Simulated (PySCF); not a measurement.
Gas-phase reaction: IF5 + 3 Br2 → IBr + 5 BrF

Method: PySCF energies plus ideal-gas RRHO corrections (1 bar). † marks an energy on the PBE0/def2-TZVP geometry and frequencies. CCSD(T) freezes the core. All species are closed-shell singlets. B3LYP is the form with VWN-RPA correlation. I: scalar-relativistic def2 core potential, no spin-orbit coupling. Br: all electrons, no relativistic terms. CCSD(T) isn't extrapolated to the basis-set limit; its ΔH°(298 K) is 333.6 kJ in def2-SVP and 445.2 kJ in def2-TZVPP. The harmonic model lacks anharmonicity and excited electronic states, which grow with temperature; levels with a mode under 35 cm⁻¹ are left out.

ΔH° and ΔS° at 298 K: B3LYP/def2-TZVP† 450 kJ, 329 J/K; BLYP/def2-TZVP† 443 kJ, 329 J/K; CCSD(T)/def2-SVP† 334 kJ, 329 J/K; CCSD(T)/def2-TZVPP† 445 kJ, 329 J/K.

Problem. With the heat capacities included, give log10 K (1 bar) at 500, 1000, 1200, 1800, 2000 K from B3LYP/def2-TZVP†, BLYP/def2-TZVP†, CCSD(T)/def2-SVP†, CCSD(T)/def2-TZVPP†.

Solution. 
```json
[
 {"T (K)": "500", "B3LYP/def2-TZVP†": "-29.9", "BLYP/def2-TZVP†": "-29.2", "CCSD(T)/def2-SVP†": "-17.8", "CCSD(T)/def2-TZVPP†": "-29.4"},
 {"T (K)": "1000", "B3LYP/def2-TZVP†": "-6.8", "BLYP/def2-TZVP†": "-6.4", "CCSD(T)/def2-SVP†": "-0.7", "CCSD(T)/def2-TZVPP†": "-6.5"},
 {"T (K)": "1200", "B3LYP/def2-TZVP†": "-3.0", "BLYP/def2-TZVP†": "-2.7", "CCSD(T)/def2-SVP†": "2.1", "CCSD(T)/def2-TZVPP†": "-2.8"},
 {"T (K)": "1800", "B3LYP/def2-TZVP†": "3.2", "BLYP/def2-TZVP†": "3.4", "CCSD(T)/def2-SVP†": "6.6", "CCSD(T)/def2-TZVPP†": "3.3"},
 {"T (K)": "2000", "B3LYP/def2-TZVP†": "4.4", "BLYP/def2-TZVP†": "4.6", "CCSD(T)/def2-SVP†": "7.5", "CCSD(T)/def2-TZVPP†": "4.5"}
]
```
